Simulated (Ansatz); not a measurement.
`c1cc2ncc3ccc4nccc(c2c1)c34` with charge -1, relaxed as a doublet with UKS PBE0-D4/def2-SVP in Ansatz, starting from the PBE0-D4/def2-SVP geometry of the neutral singlet. Force threshold 0.03 eV/Å.

The relaxation made no stability test and no search for a lower SCF solution.

Start:

```xyz
24

C     2.0317    0.4065   -3.0327
C     0.8038   -0.1141   -3.3198
C     0.0676   -0.2430   -2.0837
N    -1.1404   -0.7181   -2.0809
C    -1.9594   -0.9034   -1.0204
C    -1.7356   -0.6432    0.3085
C    -2.7055   -0.8856    1.3851
C    -2.1679   -0.5202    2.5722
C    -0.8094   -0.0168    2.3271
N     0.0439    0.4346    3.2171
C     1.2344    0.8395    2.7227
C     1.5857    0.8045    1.3872
C     0.6715    0.3178    0.4126
C     0.9855    0.2597   -0.9873
C     2.1454    0.6354   -1.6084
C    -0.5578   -0.0994    0.9269
H     2.8215    0.6236   -3.7534
H     0.3948   -0.4006   -4.2864
H    -2.9376   -1.3229   -1.2862
H    -3.7002   -1.2992    1.2169
H    -2.6283   -0.5738    3.5580
H     1.9524    1.2175    3.4583
H     2.5743    1.1551    1.0881
H     3.0296    1.0462   -1.1214
```

Question: Estimate the energy that the relaxation releases and the steps that it takes.

Answer: 4.6 kcal/mol, in 6 steps; 2.2 min on 4 threads of Arm Neoverse V1 on a shared host. No frequencies were taken in this run, so the end may be a saddle point.

Question: Does the start keep its bonding and symmetry?

Answer: By distances, no bond broke or formed. The bond that changes most is C3–N4, from 1.30 to 1.35 Å (atoms count from 1). Point group Cs at the start, Cs at the end, both within 0.05 Å.

Question: Predict the relaxed structure.

Answer: 
```tsv
atom	x (Å)	y (Å)	z (Å)
C1	2.0565	0.4189	-3.0120
C2	0.8026	-0.1118	-3.2971
C3	0.0735	-0.2415	-2.0850
N4	-1.1787	-0.7359	-2.0955
C5	-1.9602	-0.9077	-1.0499
C6	-1.7444	-0.6459	0.3134
C7	-2.6937	-0.8824	1.3726
C8	-2.1520	-0.5124	2.5821
C9	-0.8149	-0.0173	2.3403
N10	0.0631	0.4442	3.2337
C11	1.2331	0.8382	2.7195
C12	1.5765	0.7985	1.3703
C13	0.6611	0.3127	0.4036
C14	0.9600	0.2478	-1.0040
C15	2.1521	0.6380	-1.6126
C16	-0.5698	-0.1031	0.9337
H17	2.8447	0.6353	-3.7367
H18	0.3973	-0.3973	-4.2678
H19	-2.9516	-1.3287	-1.2888
H20	-3.6916	-1.2962	1.2108
H21	-2.6201	-0.5694	3.5651
H22	1.9695	1.2215	3.4395
H23	2.5641	1.1477	1.0631
H24	3.0227	1.0471	-1.0984
```
Bond lengths: 15 × C–C 1.38 to 1.48 Å; 4 × C–N 1.32 to 1.35 Å; 8 × C–H 1.09 to 1.10 Å.
